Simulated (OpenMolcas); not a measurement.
# Tm3+: moving or changing the point charges

Tm3+ among 2 point charges of -1.5 e arranged as a linear pair (D∞h), 2.68 Å from the ion.
```
   0.0000    0.0000    2.6800  -1.50
   0.0000    0.0000   -2.6800  -1.50
```

```
Program             : OpenMolcas
Method              : CASSCF
Basis               : ANO-RCC-VDZP [7s6p4d2f1g]
Scalar Hamiltonian  : DKH2, point nucleus
Active space        : 12 electrons in 7 orbitals (4f)
State averaging     : 2S+1 = 3 even, 21 roots; 2S+1 = 1 even, 27 roots kept (CI in the orbitals of an earlier block)
Spin-orbit coupling : RASSI with atomic mean-field integrals over the reference wave functions
```

Runs around this geometry, states (labels by Λ). Energies in cm-1 above the lowest state or level, χT in cm3 K/mol.

```
R (Å)  Ground state  First state of that spin  First gap with spin-orbit (degeneracies)  Width of lowest J  χT at 300 K
 2.68            3Σ                   3Π 56.3                               40.7 (1, 2)               1770        6.924
 2.87            3Σ                   3Π 47.4                               33.9 (1, 2)               1434        6.972
 3.06            3Σ                   3Π 40.1                               28.5 (1, 2)               1178        7.008
```

Taking the width of the lowest J multiplet as R^-n, n = -ln(1178 / 1770) / ln(3.06 / 2.68) = 3.1 between the shortest and longest distance.

This is an electrostatic model: the charges have no orbitals. No measured value stands beside these numbers.
